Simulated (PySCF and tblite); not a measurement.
The numbers below are computed, except where a source is named.
2 E/Z isomers of C5H7BO2, numbered alike:

| isomer | SMILES | descriptors |
| --- | --- | --- |
| A | [CH:1]#[C:2]/[C:3]([CH3:4])=[CH:5]\[B:6]([OH:7])[OH:8] | 3=5 Z |
| B | [CH:1]#[C:2]/[C:3]([CH3:4])=[CH:5]/[B:6]([OH:7])[OH:8] | 3=5 E |

Protocol: conformer search, at most 4 conformers an isomer, GFN2-xTB geometries, energies B3LYP/pcSseg-1 (IEF-PCM, benzene) (D3(BJ) added where defined), GIAO shieldings B3LYP/pcSseg-1 (IEF-PCM, benzene), weights at 298.15 K with GFN2-xTB thermal terms. Programs: PySCF with density fitting and tblite.

Task: What shifts does each isomer give (ppm)?

Result: 
A: ¹H (against TMS): 6.27 (H5, 1H), 3.26 (H1, 1H), 2.21 (H4, 3H). ¹³C (against TMS): 145.1 (C3), 143.6 (C5), 92.2 (C1), 89.6 (C2), 31.5 (C4).

B: ¹H (against TMS): 5.92 (H5, 1H), 2.97 (H1, 1H), 2.48 (H4, 3H). ¹³C (against TMS): 152.3 (C3), 137.6 (C5), 92.1 (C2), 87.7 (C1), 24.2 (C4). H not on carbon is left out.

Task: Which carbons tell the isomers apart best?

Result: C4: 31.5 in A, 24.2 in B; C3: 145.1 in A, 152.3 in B; C5: 143.6 in A, 137.6 in B ppm.

H on N, O and S are left out: they exchange, and hydrogen bonds move them by several ppm. Shifts are unscaled: against experiment ¹³C can be off by 15 ppm or more and ¹H by 0.8 ppm. The search found a single conformer for at least one isomer; other rotamers may be missing.
